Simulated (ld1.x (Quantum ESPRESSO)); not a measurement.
Results of a calculation; reference values are marked as such.
**Potentials for phosphorus (P) compared**

Generated with ld1.x 7.5 (TM, RRKJ, ultrasoft, PAW), atompaw 4.2 or ONCVPSP 4.0.1. The cutoff is in Ry: for ld1.x and atompaw files where the sum of valence levels is converged to 10 mRy in a Bessel basis, for ONCV files where the hardest occupied wave has 1 mHa per electron of residual kinetic energy. The error is the largest all-electron minus pseudo excitation energy over each file’s own four to seven test configurations (ionisations up to +4, promotions, holes and added fractions of an electron), all of which were solved. The labels leave out finer settings (local radius, basis sizes, second energies), which also bear on the numbers. Spin-polarised tests are not counted. The rows are a selection from randomly drawn settings: files with unsolved tests, undetermined cutoffs or missed reference levels are left out.

```csv
potential,cutoff (Ry),largest error (meV),bound ghosts
"RRKJ, BP86, scalar-relativistic, rc 1.65/1.40 (sp), local s, core correction yes, reference 3s2 3p2",35,+107,none
"TM, BP86, non-relativistic, rc 1.20/1.95/1.55 (spd), local d, core correction yes, reference 3s2 3p3",50,+308,none
"TM, PBEsol, fully relativistic, rc 1.45/1.60 (sp), local p, core correction yes, reference 3s2 3p2",21,+45,none
"PAW, PBEsol, scalar-relativistic, rc 1.50/1.30/1.45 (spd), local smoothed, core correction yes, reference 3s2 3p2",21,-124,none
"TM, PW91, scalar-relativistic, rc 1.55/1.75/1.45 (spd), local p, core correction yes, reference 3s2 3p3",21,+65,none
```

(1) Fill in the row for P: TM, PBEsol, scalar-relativistic, rc 1.20/1.55 (sp), local s, core correction no, reference 3s1.75 3p3.25.

(2) Fill in the row for P: PAW, LDA (PZ), scalar-relativistic, rc 1.45/1.80/1.70 (spd), local smoothed, core correction yes, reference 3s2 3p3.

(3) Fill in the row for P: ultrasoft, LDA (PZ), scalar-relativistic, rc 1.55/1.65 (sp), local smoothed, core correction no, reference 3s2 3p3.

## Answers

(1) cutoff 45 Ry, largest error +241 meV, bound ghosts: none.

(2) cutoff 18 Ry, largest error -49 meV, bound ghosts: none.

(3) cutoff 15 Ry, largest error +90 meV, bound ghosts: none.
